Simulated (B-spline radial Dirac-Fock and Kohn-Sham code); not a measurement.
# Characteristic X-ray lines: Nb²⁺

System: Nb²⁺, [Kr] 4d3, inside a Watson sphere of charge -2 and radius 2.2 Å (a model of the Madelung potential; inside it an electron's potential energy is raised by 13.1 eV).

Model: Dirac-Fock (average of configuration) total-energy differences with a finite nucleus, the Breit interaction including its frequency dependence, and self-energy and vacuum-polarisation corrections. Program: a radial atomic solver. A line energy is the difference of two single-hole energies; the list is a selection of electric-dipole transitions between resolved j subshells. No correlation.

```tsv
line	energy (eV)	wavelength (Å)
Kβ2' (K-N3)	18952.7	0.65418
Kβ2'' (K-N2)	18950.6	0.65425
Kβ1 (K-M3)	18619.8	0.66587
Kβ3 (K-M2)	18604.1	0.66644
Kα1 (K-L3)	16613.7	0.74628
Kα2 (K-L2)	16519.5	0.75053
Lγ3 (L1-N3)	2670.9	4.6420
Lγ2 (L1-N2)	2668.8	4.6457
Lγ5 (L2-N1)	2403.6	5.1584
Lβ3 (L1-M3)	2338.0	5.3030
Lβ4 (L1-M2)	2322.3	5.3388
Lβ6 (L3-N1)	2309.3	5.3690
```

Values without a named source are computed, but for edge energies of neutral atoms, which are taken from tables.
